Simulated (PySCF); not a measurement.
# Orbital energies and ionisation energy

C₇H₁₄GeO.
Geometry (PBE0-D3(BJ)/def2-SVP, Å), atoms numbered from 1 in this order:
```xyz
23
C7H14GeO angstrom
Ge     2.8993   -0.9572   -0.1874
O      1.3664   -0.5720    0.6375
C      0.1604   -0.3808   -0.0697
C     -0.3735   -1.7115   -0.5908
C     -1.6140   -1.6148   -1.4820
C     -2.8953   -1.3103   -0.7588
C     -3.1031   -0.2323    0.0050
C     -2.0879    0.8449    0.2633
C     -0.7718    0.3635    0.8758
H      2.9917   -2.4617   -0.5132
H      2.9687   -0.1285   -1.4884
H      3.9894   -0.5536    0.8132
H      0.3385    0.2754   -0.9515
H      0.4344   -2.1875   -1.1735
H     -0.5694   -2.3737    0.2689
H     -1.4328   -0.8433   -2.2553
H     -1.7266   -2.5610   -2.0315
H     -3.7133   -2.0304   -0.8688
H     -4.0818   -0.1216    0.4843
H     -2.5267    1.6012    0.9306
H     -1.8664    1.3776   -0.6816
H     -0.2030    1.2296    1.2489
H     -0.9705   -0.2809    1.7481
```

Level: B3LYP/def2-SVPD (PySCF). Frontier orbitals with their largest atomic shares (Löwdin; up to four atoms above 4 %):

| orbital | ε (eV) | main atoms |
| --- | --- | --- |
| HOMO−3 | -8.66 | C7 13 %, C6 12 %, C9 11 %, C8 11 % |
| HOMO−2 | -8.08 | O2 42 %, C3 16 %, C9 11 %, H13 7 % |
| HOMO−1 | -7.41 | O2 52 %, C3 11 %, C4 9 %, Ge1 8 % |
| HOMO | -6.78 | ? |
| LUMO | -0.06 | Ge1 21 %, C7 14 %, C6 14 %, H12 7 % |
| LUMO+1 | -0.04 | Ge1 33 %, O2 10 %, H11 10 %, H10 9 % |
| LUMO+2 | 0.11 | Ge1 30 %, C6 9 %, C7 8 %, H11 7 % |

Problem. What vertical ionisation energy does ΔSCF give, and how far is −ε(HOMO) from it?

Solution. ΔSCF: 8.89 eV (857 kJ/mol; threshold wavelength 140 nm); ⟨S²⟩ of the doublet left behind is 0.753, against 0.75 for a pure doublet. −ε(HOMO) is 6.78 eV, 2.11 eV below it. For the exact functional −ε(HOMO) would equal the first vertical ionisation energy; B3LYP (global hybrid, 20 % exact exchange) falls short of its own ΔSCF value by 24 %. Holes in the HOMO−1 and HOMO−2 were tried too where these lie within 1.2 eV of the HOMO; the lowest converged state counts.

Problem. On which atoms does the HOMO lie?

Solution. C6 (alkene CH carbon) 33 %, C7 (alkene CH carbon) 33 %, C5 (allylic carbon) 6 %, C8 (allylic carbon) 6 %, so no atom holds as much as 40 %. The HOMO−1 lies 0.63 eV lower.

Problem. How many of the 10 lowest singlet excitations (vertical TDDFT, same level) lie below the ionisation energy?

Solution. All 10; they run from 6.19 to 7.13 eV.

Problem. With α = 116.4 au, estimate the like-pair dispersion coefficient by London's formula C6 = (3/4)α²I.

Solution. I = 0.3265 Eh, so C6 ≈ 3320 au, a rough estimate.

Problem. What kinetic energy would electrons from this vertical process carry with Lyman-α light (10.199 eV)?

Solution. 10.20 − 8.89 = 1.31 eV.

The structure is a single PBE0-D3(BJ)/def2-SVP conformer in the gas phase; no vibrational or solvent corrections. The calculation is non-relativistic, for germanium too.

The run behind these numbers computed excited states and ΔSCF ions as well. Hardware: one thread of an Arm Neoverse V1 (shared host). Cost: 5.8 min (grids of density and orbitals included), 1.5 GiB resident at most.
